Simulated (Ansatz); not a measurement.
Reaction (redistribution): `CB(O)[SeH]` + `[F][In]([Cl])[Cl]` → `CB(O)F` + `[Cl][In]([Cl])[SeH]`

Calculated with Ansatz (gas phase, PBE0-D4/def2-TZVP geometries, no zero-point term in ΔE). CCSD(T)/CBS is the MP2 limit (def2-TZVPP, def2-QZVPP) plus CCSD(T) − MP2 in def2-TZVPP, frozen cores. DFT in def2-TZVPP. Elements past krypton have def2 core potentials. For In, Se outer-core shells are correlated without core-valence functions, which leaves a few kJ/mol of doubt a bond. Scalar relativity is left out up to krypton. Each species was taken in one conformer, which may not be the lowest.

```
         level  ΔE (kJ/mol)
       BLYP-D4       -152.5
   HF/def2-SVP       -188.9
MP2/def2-TZVPP       -161.6
MP2/def2-QZVPP       -159.2
```

What does CCSD(T)/CBS give? (Estimate.)

Computed: -157.7 kJ/mol. The listed levels differ from it by 5.2, -31.2, -3.9, -1.5 kJ/mol.

Largest T1 diagnostic among the species: 0.014.

From BLYP to BHLYP (50 % exact exchange), in def2-TZVPP and without D4, ΔE moves by −16.9 kJ/mol. Leaving LDA and LC-ωPBE aside and taking each functional with its dispersion term where it has one, the values, not all of them listed here, spread over 29.9 kJ/mol, from BHLYP-D4 to revPBE-D4. LDA lies −11.8 kJ/mol from PBE without D4. In def2-TZVPP, CCSD(T) changes the Hartree–Fock value by +18.9 kJ/mol (the triples alone add +3.7 kJ/mol) and MP2 by +17.6 kJ/mol.
